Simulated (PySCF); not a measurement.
Br₄Hf, charge +1, doublet, at a GFN2-xTB geometry of the parent state (such geometries of metal compounds can be far from the true shape) (a state made from the parent by changing its charge; the spin is typed, not shown lowest) (core potentials on Hf); PySCF with DF-HF/def2-SVP.

PySCF was given this input:
```python
from pyscf import gto, scf

mol = gto.M(
    atom='''
Hf   -0.000000   -0.000000    0.000000
Br    1.956449   -0.567642   -1.435489
Br    0.757430    0.302432    2.354862
Br   -1.043284    2.111477   -0.814716
Br   -1.670594   -1.846267   -0.104657
''',
    basis='def2-svp',
    ecp={'Hf': 'def2-svp'},
    charge=1,
    spin=1,
    verbose=4,
)

mf = scf.ROHF(mol)
mf = mf.density_fit(auxbasis='def2-universal-jkfit')
mf.kernel()
mf.analyze()
```

What the program printed (banner, timings and long lists left out):

```
PySCF version 2.14.0

[INPUT] verbose = 4
[INPUT] num. atoms = 5
[INPUT] num. electrons = 151
[INPUT] charge = 1
[INPUT] spin (= nelec alpha-beta = 2S) = 1
[INPUT] symmetry False subgroup None
[INPUT] Mole.unit = angstrom
[INPUT] Symbol           X                Y                Z      unit          X                Y                Z       unit  Magmom
[...]
nuclear repulsion = 1312.47433981721
number of shells = 60
number of NR pGTOs = 353
number of NR cGTOs = 160
basis = def2-svp
ecp = {'Hf': 'def2-svp'}

******** <class 'pyscf.df.df_jk.DFROHF'> ********
method = DFROHF
initial guess = minao
damping factor = 0
level_shift factor = 0
DIIS = <class 'pyscf.scf.diis.CDIIS'>
diis_start_cycle = 1
diis_space = 8
diis_damp = 0
SCF conv_tol = 1e-09
SCF conv_tol_grad = None
SCF max_cycles = 50
direct_scf = False
num. doubly occ = 75  num. singly occ = 1
Set gradient conv threshold to 3.16228e-05
******** <class 'pyscf.df.df.DF'> ********
auxbasis = def2-universal-jkfit
init E= -10319.2029239795
[...]
cycle= 1 E= -10335.7626793435  delta_E= -16.6  |g|= 0.475  |ddm|= 5.42
[...]
cycle= 2 E= -10335.7846568412  delta_E= -0.022  |g|= 0.111  |ddm|= 0.358
[...]
cycle= 3 E= -10335.7897244752  delta_E= -0.00507  |g|= 0.094  |ddm|= 0.254
[...]
cycle= 4 E= -10335.7929131362  delta_E= -0.00319  |g|= 0.0244  |ddm|= 0.0838
[...]
cycle= 5 E= -10335.7942448803  delta_E= -0.00133  |g|= 0.0133  |ddm|= 0.111
[...]
cycle= 6 E= -10335.7945144604  delta_E= -0.00027  |g|= 0.00444  |ddm|= 0.0633
[...]
cycle= 7 E= -10335.7945347099  delta_E= -2.02e-05  |g|= 0.00193  |ddm|= 0.0115
[...]
cycle= 8 E= -10335.7945465344  delta_E= -1.18e-05  |g|= 0.00194  |ddm|= 0.00845
[...]
cycle= 9 E= -10335.7945546663  delta_E= -8.13e-06  |g|= 0.00222  |ddm|= 0.00435
[...]
cycle= 10 E= -10335.7945422094  delta_E= 1.25e-05  |g|= 0.00151  |ddm|= 0.00785
[...]
cycle= 11 E= -10335.7945385391  delta_E= 3.67e-06  |g|= 0.000633  |ddm|= 0.00981
[...]
cycle= 12 E= -10335.79454113  delta_E= -2.59e-06  |g|= 0.000656  |ddm|= 0.00497
[...]
cycle= 13 E= -10335.7945419203  delta_E= -7.9e-07  |g|= 0.00037  |ddm|= 0.00395
[...]
cycle= 14 E= -10335.7945433424  delta_E= -1.42e-06  |g|= 0.00028  |ddm|= 0.00396
[...]
cycle= 15 E= -10335.7945448965  delta_E= -1.55e-06  |g|= 0.000194  |ddm|= 0.00561
[...]
cycle= 16 E= -10335.7945458137  delta_E= -9.17e-07  |g|= 0.00013  |ddm|= 0.00506
[...]
cycle= 17 E= -10335.7945462845  delta_E= -4.71e-07  |g|= 8.41e-05  |ddm|= 0.00438
[...]
cycle= 18 E= -10335.7945464202  delta_E= -1.36e-07  |g|= 5.56e-05  |ddm|= 0.00216
[...]
cycle= 19 E= -10335.7945464849  delta_E= -6.47e-08  |g|= 3.79e-05  |ddm|= 0.00148
[...]
cycle= 20 E= -10335.7945465092  delta_E= -2.43e-08  |g|= 3.12e-05  |ddm|= 0.000682
[...]
cycle= 21 E= -10335.7945465333  delta_E= -2.41e-08  |g|= 2.36e-05  |ddm|= 0.000776
[...]
cycle= 22 E= -10335.7945465532  delta_E= -2e-08  |g|= 1.65e-05  |ddm|= 0.00109
[...]
cycle= 23 E= -10335.7945465551  delta_E= -1.86e-09  |g|= 9.59e-06  |ddm|= 0.000239
[...]
cycle= 24 E= -10335.7945465565  delta_E= -1.37e-09  |g|= 1.39e-05  |ddm|= 0.000313
[...]
cycle= 25 E= -10335.7945465565  delta_E= -5.64e-11  |g|= 1.16e-05  |ddm|= 7.32e-05
[...]
Extra cycle  E= -10335.7945465568  delta_E= -2.71e-10  |g|= 8.91e-06  |ddm|= 3.13e-05
converged SCF energy = -10335.7945465568
**** SCF Summaries ****
Total Energy =                      -10335.794546556797286
Nuclear Repulsion Energy =            1312.474339817207010
One-electron Energy =               -17000.092257676671579
Two-electron Energy =                 5351.823371302668420
Two-electron Coulomb Energy =         5715.568952526579778
DFT Exchange-Correlation Energy =     -363.745581223911358
HOMO-LUMO gap [eV] =                    10.579948125774644
**** MO energy ****
                Roothaan           | alpha              | beta
[...]
WARN: System has nonzero charge 1; the dipole moment is origin-dependent.
Location of origin: [0. 0. 0.]

Dipole moment(X, Y, Z, Debye):  3.48168, -0.34036,  1.17852
```
